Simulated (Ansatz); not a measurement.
Li7⁺. The state is a singlet with charge 1. Geometry PBE/def2-TZVP, basis def2-TZVP, Ansatz.

Cartesian coordinates in Å:
```
Li 1.082 -1.976 -1.564
Li -1.803 -2.063 -0.126
Li 0.446 2.496 1.044
Li -0.533 0.529 -1.037
Li 0.533 -0.529 1.037
Li -2.196 0.702 1.485
Li 2.471 0.841 -0.840
```

```
run  HOMO (eV)  LUMO (eV)
  A      -6.91      -5.39
  B      -7.09      -5.08
  C      -8.46      -3.72
  D      -7.21      -4.96
  E      -8.83      -3.51
  F      -7.25      -5.05
```

LC-ωPBE has ω = 0.4 bohr⁻¹. B3LYP takes the VWN-RPA correlation. HSE06 is defined as in plane-wave codes, on full-range PBE exchange. The structure comes from a short search, and lower isomers may exist.

Problem. The runs used B3LYP, HSE06, LC-ωPBE, PBE0, r2SCAN0, ωB97M-V. Estimate which is which.

Solution. A HSE06 (range-separated); B B3LYP (20 % exact exchange); C ωB97M-V (range-separated); D r2SCAN0 (25 % exact exchange); E LC-ωPBE (range-separated); F PBE0 (25 % exact exchange). Exact exchange lowers occupied and raises empty levels; among semilocal functionals meta-GGAs tend to open the gap a little, and such runs are hard to tell apart. The gap grows from 1.52 eV (HSE06) to 5.32 eV (LC-ωPBE). The restricted singlet is unstable towards broken spin symmetry in Hartree–Fock (as tested in another run); at HSE06/def2-TZVP, B3LYP/def2-TZVP, ωB97M-V/def2-TZVP, r2SCAN0/def2-TZVP and others this wasn't settled.
